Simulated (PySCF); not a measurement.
**Bromine: a sound run and one with changed settings**

Sound run: Br²⁺ [Ar] 3d10 4s2 4p3, Br³⁺ [Ar] 3d10 4s2 4p2. All numbers are calculated (PySCF 2.14, the spin-free X2C one-electron Hamiltonian (Gaussian nucleus), in cc-pVDZ-DK). The sound run starts from symmetry-adapted Hartree-Fock orbitals and uses a fine grid where one is needed.

Changed run: 26 angular points. This setting is unsound on purpose.

```csv
species,method,sound run (hartree),changed run (hartree),converged
Br²⁺,UHF,-2603.15952,-2603.15952,yes
Br²⁺,LDA,-2601.11973,-2601.11973,yes
Br²⁺,M06-2X,-2605.01726,-2605.01726,yes
Br³⁺,UHF,-2601.88762,-2601.88762,yes
Br³⁺,LDA,-2599.82262,-2599.82274,yes
Br³⁺,M06-2X,-2603.73021,-2603.73006,yes
```

Ionisation energy of Br²⁺:

| method | sound run (eV) | changed run (eV) |
| --- | --- | --- |
| UHF | 34.610 | 34.610 |
| LDA | 35.296 | 35.293 |
| M06-2X | 35.022 | 35.027 |

A coarse angular grid integrates products of high-l functions wrongly, so density functionals can shift, and the SCF can exploit the error; Hartree-Fock and MP2 need no grid.

For comparison, NIST gives 34.871 ± 0.019 eV between the lowest levels.
